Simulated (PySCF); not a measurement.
# Assignment exercise: C₅H₆F₂OSi

Cartesian coordinates in Å; atom numbers follow the order of the lines, from 1:
```xyz
15

C     2.5699   -0.3208   -0.3528
O     1.5959   -0.2887    0.6675
C     0.3142   -0.0749    0.3149
C    -0.2838    0.1304   -0.8747
F     0.3859    0.1597   -2.0592
Si   -2.1478    0.3692   -0.6922
C    -1.9448    0.1509    1.1625
C    -0.6549   -0.0540    1.4246
F    -0.1662   -0.2477    2.6582
H     3.5176   -0.5035    0.1500
H     2.6158    0.6309   -0.8884
H     2.3718   -1.1249   -1.0662
H    -2.5814    1.7082   -1.0818
H    -2.9138   -0.6995   -1.3279
H    -2.6827    0.1727    1.9435
```

Computed data (PySCF 2.14): geometry: GFN2-xTB, NMR shieldings at PBE0/pcSseg-1/GIAO. One computed conformer, gas phase, non-relativistic Hamiltonian, one averaged value for each set of equivalent atoms.

Referencing at the same level of theory: TMS for ¹³C (σref 186.93) and ¹H (σref 31.72).

Question: Assign these signals to the numbered atoms. ¹³C{¹H} NMR (computed): δ 174.0 (C), 153.5 (C), 150.4 (C), 87.2 (CH), 59.4 (CH3).

Answer: 
174.0 → C8, fully substituted alkene carbon
153.5 → C4, β carbon of an enol-ether or enamine type C=C
150.4 → C3, alkene carbon bearing oxygen: an sp2 carbon further deshielded by the attached heteroatom
87.2 → C7, alkene CH
59.4 → C1, methyl carbon bonded to O: pulled downfield by the heteroatom

Question: Assign these signals to the numbered atoms. ¹H NMR (400 MHz, computed): δ 4.68 (m, 2H), 4.65 (m, 1H), 4.20 (s, 3H).

Answer: 
4.68 → H13/H14, hydrogen on a silicon bonded to 2 C, in a 5-membered ring
4.65 → H15, hydrogen on an alkene CH: olefinic region
4.20 → H10/H11/H12, hydrogen on a methyl carbon bonded to O: its carbon carries O, which withdraws density

H13/H14 and H15 lie closer than the usual error of such a calculation, so a measured spectrum could show them in the other order.

Splittings by ¹⁹F in the carbon and heteronuclear signals aren't shown, as no couplings were computed. Shifts are as computed. Against solution values, carbons near 30 ppm lie about +3 ppm off and those near 130 ppm about +5 ppm. Of 1211 compounds with measured shifts, 218 miss one by over three times the rms of a fit or turn the order of signals round; such compounds aren't used in these exercises. Multiplicities follow the n + 1 count of equivalent neighbours, as no J values were calculated; m marks all less simple cases, F and P coupling included.
